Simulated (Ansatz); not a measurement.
Two isomers of C2H6ClGeN: A = `C=[CH][GeH]([NH2])[Cl]`, B = `N/C(Cl)=[CH]/[GeH3]`.

Computed with Ansatz on PBE0-D4/def2-TZVP structures; ΔE is electronic, products minus reactants. CBS: MP2 limit from def2 TZ/QZ plus the TZ coupled-cluster correction, frozen cores. Functionals use def2-TZVPP. B3LYP here is the variant with VWN-RPA as its local correlation; programs differ in this. For Ge outer-core shells are correlated without core-valence functions, which leaves a few kJ/mol of doubt a bond. Scalar relativity is left out up to krypton. Each species was taken in one conformer, which may not be the lowest.

A:

Z-matrix (Å, degrees):
```
Ge
C 1 1.928
Cl 1 2.181 2 106.6
N 1 1.820 2 108.7 3 -121.7
H 1 1.533 2 116.1 3 116.9
C 2 1.326 1 123.6 3 -3.0
H 2 1.088 1 116.5 3 176.7
H 4 1.010 1 115.2 2 -177.0
H 4 1.011 1 114.7 2 55.0
H 6 1.086 2 121.7 1 -0.2
H 6 1.086 2 121.6 1 179.7
```

B:

Z-matrix (Å, degrees):
```
Ge
C 1 1.926
H 1 1.539 2 107.6
H 1 1.539 2 111.6 3 119.4
H 1 1.539 2 111.4 3 -119.2
C 2 1.334 1 125.1 3 -178.4
H 2 1.087 1 118.4 3 0.5
Cl 6 1.737 2 120.8 1 -2.0
N 6 1.374 2 127.6 1 174.6
H 9 1.008 6 114.7 2 16.3
H 9 1.007 6 115.9 2 152.5
```

(1) Which is lower in electronic energy at CCSD(T)/CBS, and by how much? (Best estimate.)

(2) Give E(B) − E(A) in kcal/mol with ωB97M-V, PBE-D4, HF/def2-TZVPP, CCSD(T)/def2-TZVPP, PBE0-D4, B3LYP, B2PLYP. (An estimate is asked.)

Largest T1 diagnostic: 0.012.

## Answers

(1) Ansatz gave: A, by 45.7 kcal/mol.

(2) Computed: ωB97M-V 44.0, PBE-D4 38.8, HF/def2-TZVPP 50.6, CCSD(T)/def2-TZVPP 45.8, PBE0-D4 41.1, B3LYP 43.4, B2PLYP 44.8. None reverses the order clearly.

From PBE to PBE0 (25 % exact exchange), in def2-TZVPP and without D4, E(B) − E(A) moves by +2.3 kcal/mol. In def2-TZVPP, CCSD(T) changes the Hartree–Fock value by −4.9 kcal/mol (the triples alone add −1.1 kcal/mol) and MP2 by −4.9 kcal/mol.
